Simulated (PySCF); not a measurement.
## How methods differ on the ionisation energy of Ge¹⁵⁺

Ge¹⁵⁺ [Ne] 3s2 3p5 (2P) → Ge¹⁶⁺ [Ne] 3s2 3p4 (3P), as a difference of total energies. Computed with PySCF 2.14 in an even-tempered Gaussian basis (17 s from 1.1 bohr⁻², ratio 2.5; 11 p from 1.4 bohr⁻², ratio 2.5; 5 d from 8.6 bohr⁻², ratio 2.7; 4 f from 13 bohr⁻², ratio 2.7), with no relativity, point nucleus. Correlated levels: outer shells: 1s2 frozen; virtual orbitals above 40 to 60 times the deepest correlated orbital energy dropped. The calculations carry no spin-orbit coupling.

```json
{"method": "UHF", "ionisation energy (eV)": "564.94"}
{"method": "LDA", "ionisation energy (eV)": "566.95"}
{"method": "PBE", "ionisation energy (eV)": "566.79"}
{"method": "PBE0", "ionisation energy (eV)": "566.79"}
{"method": "r2SCAN", "ionisation energy (eV)": "566.94"}
{"method": "M06-L", "ionisation energy (eV)": "566.76"}
{"method": "BLYP", "ionisation energy (eV)": "566.70"}
{"method": "MP2 (outer shells)", "ionisation energy (eV)": "565.88"}
{"method": "SCS-MP2 (outer shells)", "ionisation energy (eV)": "565.82"}
```

Problem. How much does correlation contribute at MP2 (outer shells)?

Solution. 565.88 − (564.94) = 0.94 eV, measured against UHF.

Spin-orbit coupling is strong in these open shells (close to jj coupling). The scalar numbers leave it out and a first-order estimate fails, so it can dominate the gap to the real levels.

All relativistic terms are absent from these numbers, so their closeness to the reference says little about the methods.

For comparison: 567.3 ± 0.5 eV (semi-empirical (NIST evaluation); NIST Atomic Spectra Database, ionization energies).
